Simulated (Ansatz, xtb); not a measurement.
Two isomers of C5H9Br

We compare X, `BrC1CCCC1`, a singlet, with Y, `CC(C)=CCBr`, a singlet. Both are isolated molecules in the gas phase, relaxed with PBE0-D3(BJ)/def2-SVP; the shapes shown needn't be the lowest conformers.

X (Å):

```xyz
15

C     0.8288    1.3241   -0.4914
C     0.3029    2.1897    0.6415
C    -0.0468    1.1953    1.7583
C     0.8221   -0.0578    1.4917
C     1.6410    0.2637    0.2331
Br   -0.6691    0.4895   -1.4633
H     1.3803    1.8715   -1.2656
H     1.1332    2.8469    0.9554
H    -0.5312    2.8393    0.3422
H     0.1313    1.6293    2.7530
H    -1.1145    0.9363    1.7115
H     1.4730   -0.3096    2.3415
H     0.1825   -0.9339    1.3111
H     2.6043    0.7290    0.5075
H     1.8682   -0.6123   -0.3899
```

Y (Å):

```xyz
15

C    -0.4856    1.0080   -1.5914
C     0.8058    0.9695   -0.8338
C     1.0084    2.0951    0.1342
C     1.7346    0.0053   -0.9684
C     1.6673   -1.1517   -1.8879
Br    1.0505   -2.7885   -0.9695
H    -1.3338    1.0147   -0.8865
H    -0.6249    0.1549   -2.2669
H    -0.5642    1.9363   -2.1821
H     0.9722    3.0693   -0.3825
H     1.9697    2.0187    0.6607
H     0.2019    2.1115    0.8871
H     2.6229    0.0522   -0.3291
H     2.6526   -1.4218   -2.2862
H     0.9696   -1.0131   -2.7206
```

Energies in hartree; the thermal terms are from GFN2-xTB frequencies at re-optimised GFN2-xTB minima (ideal gas, soft modes damped towards free rotors, one conformer each, 298.15 K, 1 atm) and include the zero-point energy:

|  | X | Y |
| --- | --- | --- |
| E, CCSD(T)/def2-SVP | −2767.570771 | −2767.547425 |
| E, MP2/def2-SVP | −2767.483195 | −2767.456230 |
| E, MP2/def2-TZVPP | −2768.207595 | −2768.182154 |
| zero-point energy | 0.129233 | 0.124509 |
| H(298 K) − E | 0.136446 | 0.133517 |
| G(298 K) − E | 0.097556 | 0.090771 |

Correct the CCSD(T) difference for the basis set by the MP2 change, then work out ΔE, ΔE₀, ΔH and ΔG for X → Y in kcal/mol (1 Eh = 627.51 kcal/mol) and the equilibrium ratio [Y]/[X].

1. Differences Y − X: CCSD(T) +0.023346, MP2 in the small set +0.026965, MP2 in the large set +0.025441 Eh.
2. ΔE = +0.023346 + (+0.025441 − (+0.026965)) = +0.021822 Eh = +13.69 kcal/mol.
3. ΔE₀ = ΔE + ΔZPE = +0.021822 + (−0.004724) Eh = +10.73 kcal/mol.
4. ΔH = ΔE + (−0.002929) Eh = +11.86 kcal/mol.
5. ΔG = ΔE + (−0.006785) Eh = +9.44 kcal/mol, so ΔS = (ΔH − ΔG)/T = +34.0 J/(mol K).
6. kT = 0.9442 mEh, so K = [Y]/[X] = exp(−ΔG/kT) = exp(−15.93) ≈ 1.2 × 10^−7.

Structure X is favoured at this temperature. An error of 1 kcal/mol in ΔG would change K by a factor of 5.4. Mirror images and further conformers aren't counted.

As drawn, Y has 1 C=C in place of 2 C–C. Structure X has a 5-membered ring, Y no ring.

Other levels gave ΔE = +17.3 (PBE0-D3(BJ)/def2-SVP); +11.7 (HF/def2-SVP); +16.9 (MP2/def2-SVP); +14.6 (CCSD(T)/def2-SVP) kcal/mol. The correlated steps freeze 14 core orbitals; the filled d shell of Br is correlated, in a basis made for valence electrons. Programs: Ansatz 0.2.0, xtb 6.7.1.
